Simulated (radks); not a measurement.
The mean radii <r> (bohr) of the occupied orbitals of an atom or ion are listed with their occupations. All-electron calculation, Dirac Kohn-Sham, LDA (Slater exchange, Perdew-Wang correlation), spin-unpolarised, spherical densities, finite nucleus; Fermi nuclear charge, rms radius of each element as measured or else 0.836 A^(1/3) + 0.57 fm. Program: a radial shooting solver on a logarithmic mesh with Libxc functionals.

orbital      occ.      <r>
1s1/2           2  0.04706
2s1/2           2   0.2101
2p1/2           2   0.1814
2p3/2           4   0.1850
3s1/2           2   0.6204
3p1/2           2   0.6326
3p3/2           4   0.6429
3d3/2         3.6   0.6925
3d5/2         5.4   0.6967
4s1/2           1    1.771
4p1/2    0.333333    2.013
4p3/2    0.666667    2.037

Name the element and its charge. Open shells, if any, are shared by 2j + 1.

Answer. Z = 32, germanium, charge +3: Ge3+ in [Ar] 3d9 4s1 4p1. The 1s radius gives Z: for a bare nucleus <r> = (2 gamma + 1)/(2Z) with gamma = sqrt(1 - (Z/c)^2), 0.04601 bohr for Z = 32, and screening makes it slightly larger (0.04706 here). The occupations add up to 29, and the charge is Z minus that.
